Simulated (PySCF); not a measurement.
# Reading the logs of faulty runs: AlCClH4Si

These are calculations, not measurements. They come from PySCF 2.14.0, an open-source quantum chemistry program, on an isolated molecule that a program drew, which may never have been made. The molecule is AlCClH4Si (charge 0, singlet), drawn as the SMILES string `[Al][CH2][SiH2]Cl`.

Each row is a Hartree-Fock (HF) and frozen-core CCSD(T) single point in the cc-pV(D+d)Z basis, meant for a local HF minimum. Run 1 is clean. Each other run has one planted mistake out of seven kinds, and not every kind appears here: one electron removed, one electron added, multiplicity raised by two, geometry at a saddle point, minimal basis STO-3G, one bond length entered in bohr, all coordinates scaled. The reference is restricted for singlets and unrestricted otherwise, and also for a bond in bohr. Adding or removing an electron swaps singlet and doublet. Electrons count all cores. HOMO and LUMO are orbital energies over both spins, the gradient is its largest component, and the lowest frequency (negative if imaginary) is given only where the gradient is small. Bond lengths are over the 7 bonds as drawn. T1 is the CCSD diagnostic: over 0.02 (restricted) or 0.045 (unrestricted) a single reference is doubtful.

Geometry of the clean run:
```xyz
8
AlCClH4Si, angstrom
Al   -1.1538   -0.2085    0.2105
C    -0.0595    1.3217   -0.5525
Si    0.6454    1.1807   -2.2581
Cl    1.5180   -0.7171   -2.4601
H     0.7709    1.4695    0.1570
H    -0.6770    2.2336   -0.5073
H     1.7145    2.1453   -2.5816
H    -0.4068    1.2607   -3.2914
```

| run | electrons | basis functions | <S^2> | HOMO (eV) | LUMO (eV) | gradient (hartree/bohr) | lowest frequency (cm^-1) | mean bond (Å) | longest bond (Å) | T1 | HF (hartree) | CCSD(T) (hartree) | mistake |
|---|---|---|---|---|---|---|---|---|---|---|---|---|---|
| 1 | 54 | 103 | 0.000 | -7.92 | 1.03 | 2.0e-05 | 53 | 1.5909 | 2.098 | 0.0107 | -1030.59962 | -1031.09410 | no fault |
| 2 | 55 | 103 | 0.849 | -0.01 | 6.21 | 2.1e-02 | - | 1.5909 | 2.098 | 0.0306 | -1030.58041 | -1031.08337 | one electron added |
| 3 | 54 | 103 | 2.006 | -6.32 | 0.03 | 1.2e-02 | - | 1.5909 | 2.098 | 0.0148 | -1030.54729 | -1031.01556 | multiplicity raised by two |
| 4 | 54 | 36 | 0.000 | -4.50 | 9.26 | 2.8e-02 | - | 1.5909 | 2.098 | 0.0068 | -1018.96441 | -1019.12507 | ? |
| 5 | 54 | 103 | 0.000 | -7.72 | 1.20 | 6.7e-02 | - | 1.4764 | 1.947 | 0.0102 | -1030.55653 | -1031.04770 | ? |

**Which mistake was planted in run 4, and what did it cost?**

It has 36 basis functions where the clean run has 103, with the same electrons and geometry. So the mistake is: minimal basis STO-3G. Subtracting run 1 and multiplying by 627.51 kcal/mol a hartree, the energy moved by 7301.2 kcal/mol in HF and 7510.7 kcal/mol in CCSD(T).

**Which mistake was planted in run 5, and what did it cost?**

The mean and the longest bond both change by the same factor, 0.928, and the gradient is no longer small. So the mistake is: all coordinates scaled. Subtracting run 1 and multiplying by 627.51 kcal/mol a hartree, the energy moved by 27.0 kcal/mol in HF and 29.1 kcal/mol in CCSD(T).

Cautions from the logs. Run 2: the added electron raises the CCSD(T) energy, so it isn't bound in this basis.
